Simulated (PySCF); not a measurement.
Compound: C2H8BF2N.
Bonds: B1–N2, N2–C3, C3–C4, C4–F5, C4–F6. Hydrogens: H7, H8, H9 on B1; H10, H11 on N2; H12, H13 on C3; H14 on C4.

Method: PBE0-D3(BJ)/def2-SVP geometry optimisation, gas phase (PySCF).

Question: What internal coordinates does the optimisation give?

Answer: 
```tsv
bond	length (bohr)
B1–N2	3.079
N2–C3	2.760
C3–C4	2.848
C4–F5, C4–F6	2.560
B1–H7, B1–H8, B1–H9	2.315
N2–H10, N2–H11	1.932
C3–H12, C3–H13	2.076
C4–H14	2.084
```

Bonds in one row agree within 0.02 bohr and their mean is given. A selection of angles:
```tsv
angle	degrees
N2–B1–H7	105.3
H7–B1–H8	113.1
B1–N2–C3	114.2
B1–N2–H10	108.8
C3–N2–H10	109.2
H10–N2–H11	106.0
N2–C3–C4	111.5
N2–C3–H12	108.4
N2–C3–H13	108.5
C4–C3–H12	110.3
H12–C3–H13	107.6
C3–C4–F5	109.4
C3–C4–H14	113.1
F5–C4–F6	107.3
F5–C4–H14	108.8
```

Dihedral angles: B1–N2–C3–C4 180° (antiperiplanar); N2–C3–C4–F5 -59° (synclinal).

B1 (four-coordinate boron) is distorted tetrahedral (angles from 105.3° to 113.3°). N2 (nitrogen bonded to B, C and 2 H) is distorted tetrahedral (angles from 106.0° to 114.2°). Of the pairs four or more bonds apart, F6···H11 is among the closest relative to their van der Waals radii: 2.46 Å, 92 % of the sum of Bondi's values.

Point group: Cs (every atom within 0.08 Å of its image). PBE0-D3(BJ)/def2-SVP frequencies: not computed here. One conformer, not necessarily the lowest.
